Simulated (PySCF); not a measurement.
ZnBr, SMILES [Zn+][Br], charge +1. Geometry: PBE0-D3(BJ)/def2-TZVP. The spin state was assumed, not searched.

Method: PBE0-D3(BJ)/def2-TZVP (PySCF).

Harmonic wavenumbers (cm⁻¹): 337. Rotational constants (GHz): 2.924 (linear); symmetry number 1.

Q: Work out the zero-point energy and the ideal-gas rigid-rotor harmonic-oscillator thermochemistry at 298.15 K and 1 atm.

A: ZPE = ½ Σ hcν = ½ × 337 cm⁻¹ = 2.02 kJ/mol. H − E(el) = 11.68 kJ/mol. Entropy in J/(mol K): translation 170.84, rotation 72.01, vibration 5.13, total 247.98. G − E(el) = -62.26 kJ/mol. Cp = 35.80 J/(mol K).
